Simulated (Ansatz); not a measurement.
A geometry relaxed with B3LYP-D3(BJ)/def2-TZVP in Ansatz (a quantum-chemistry and plane-wave program), charge 0, multiplicity 1:

```xyz
6

Br     0.3232     2.5390    -0.3313
O     -1.4126    -0.5385     0.1518
O      1.6413    -0.7009    -0.0134
Ga     0.1599     0.2824    -0.0443
H      1.4573    -1.6388     0.1127
H     -2.1690     0.0568     0.1246
```

Question: Write the SMILES of this molecule.

Answer: `[OH][Ga]([OH])[Br]`
